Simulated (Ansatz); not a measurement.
`[OH][Sn]([F])([F])[F]` + H₂Se → `[F][Sn]([F])([F])[SeH]` + H₂O at 298.15 K and 1 bar (ligand exchange at the Sn–O bond).

Isolated molecules relaxed with PBE0-D4/def2-TZVP in Ansatz; ΔE leaves out vibrations. CCSD(T)/CBS adds triple-zeta CCSD(T) − MP2 to the extrapolated MP2 energy (def2 sets, frozen cores). This one scheme is used for every species. Elements past krypton have def2 core potentials. For Se, Sn outer-core shells are correlated without core-valence functions, which leaves a few kJ/mol of doubt a bond. Scalar relativity is left out up to krypton. Each species was taken in one conformer, which may not be the lowest.

```json
{"species": "`[OH][Sn]([F])([F])[F]`", "CCSD(T)/CBS energy (Eh)": "-589.29279", "H − E (kJ/mol)": "71.5", "S (J/(mol·K))": "362.7"}
{"species": "H₂Se", "CCSD(T)/CBS energy (Eh)": "-2401.89790", "H − E (kJ/mol)": "45.8", "S (J/(mol·K))": "219.1"}
{"species": "`[F][Sn]([F])([F])[SeH]`", "CCSD(T)/CBS energy (Eh)": "-2914.83827", "H − E (kJ/mol)": "59.8", "S (J/(mol·K))": "394.5"}
{"species": "H₂O", "CCSD(T)/CBS energy (Eh)": "-76.37941", "H − E (kJ/mol)": "66.4", "S (J/(mol·K))": "188.7"}
```

H − E and S are ideal-gas, rigid-rotor, harmonic terms from PBE0-D4/def2-TZVP, for one conformer and one mirror image of each species. 1 Eh = 2625.50 kJ/mol, R = 8.31446 J/(mol·K).

Q: By hand: ΔE, ΔH, ΔS and ΔG.

A: ΔE = (-2914.83827) + (-76.37941) − (-589.29279) − (-2401.89790) = -0.02699 Eh = -70.9 kJ/mol. Δ(H − E) = 59.8 + 66.4 − 71.5 − 45.8 = 8.9, so ΔH = -62.0 kJ/mol. ΔS = 394.5 + 188.7 − 362.7 − 219.1 = 1.4 J/(mol·K). ΔG = -62.0 − 298.15 × (1.4)/1000 = -62.4 kJ/mol.

Q: By hand: the equilibrium constant, and the temperature at which ΔG would vanish if ΔH and ΔS stayed fixed.

A: log₁₀ K = −ΔG/(RT ln 10) = 10.9. ΔH and −TΔS have one sign here, so there is no such temperature. One of them is within its doubt of zero, so this could turn.

The number of gas molecules stays the same, so ΔS is small and ΔH decides. A doubt of 5 kJ/mol in ΔE shifts log₁₀ K by 0.9 here. Other conformers and mirror images would add mixing entropy, several J/(mol·K) or more a flexible species. Modes under 60 cm⁻¹, often nearly free rotors, make the harmonic entropy too high. These are equilibria of isolated gas molecules and say nothing of rates. Largest T1 diagnostic: 0.015 (customary marks: 0.02 for closed shells, 0.045 for open ones).
